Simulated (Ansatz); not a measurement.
Basis sets compared for K3Sn3I9. Charge 0, multiplicity 1. Geometry r2SCAN-D4/def2-SVP. Ansatz on 2 threads of AMD EPYC 7R13 on a shared host and a share (18 GiB) of an NVIDIA H100 80GB HBM3; times are rough, and most runs start from earlier orbitals.

```
atom    x (Å)    y (Å)    z (Å)
  K1   0.4975  -2.1714  -2.7901
  K2  -2.8642   1.2896  -1.6974
  K3   1.9476   2.4384  -1.7346
 Sn4  -0.4495   1.9549   2.3046
 Sn5  -1.7283  -2.1124   1.3729
 Sn6   2.5158  -1.0981   1.3411
  I7   0.2547  -0.9449   3.7764
  I8   3.6161  -0.8027  -1.4609
  I9   0.0006  -0.0024   0.0100
 I10  -2.8834  -2.3555  -1.4117
 I11  -0.2666   0.9886  -3.9511
 I12  -0.9249   3.8730   0.0149
 I13   2.7213   2.0638   1.8360
 I14   0.8968  -3.7381   0.5077
 I15  -3.3334   0.6174   1.8822
```

In the def2 sets I, Sn take a core potential; there is no spin–orbit coupling. Single mean-field runs in def2-TZVP are fitted with def2-universal-jkfit. The structure comes from a short search, and lower isomers may exist.

Binding counts from free atoms (K doublet, Sn triplet, I doublet) in the same basis, without a counterpoise term.

```json
{"level": "PBE-D4/def2-SVP", "functions": "384", "energy (Eh)": "-5121.8521", "HOMO (eV)": "-5.58", "LUMO (eV)": "-3.29", "binding per atom (eV)": "2.50", "wall time": "4 s"}
{"level": "PBE0-D4/def2-SVP", "functions": "384", "energy (Eh)": "-5122.2541", "HOMO (eV)": "-6.67", "LUMO (eV)": "-2.80", "binding per atom (eV)": "2.44", "wall time": "8 s"}
```

Problem. Estimate the rows for PBE-D4/def2-TZVP (with forces), PBE0-D4/def2-TZVP.

Solution. 
| level | functions | energy (Eh) | HOMO (eV) | LUMO (eV) | binding per atom (eV) | wall time |
| --- | --- | --- | --- | --- | --- | --- |
| PBE-D4/def2-TZVP (with forces) | 699 | -5122.1845 | -5.64 | -3.24 | 2.49 | 7.5 s |
| PBE0-D4/def2-TZVP | 699 | -5122.5754 | -6.65 | -2.69 | 2.44 | 6.5 s |
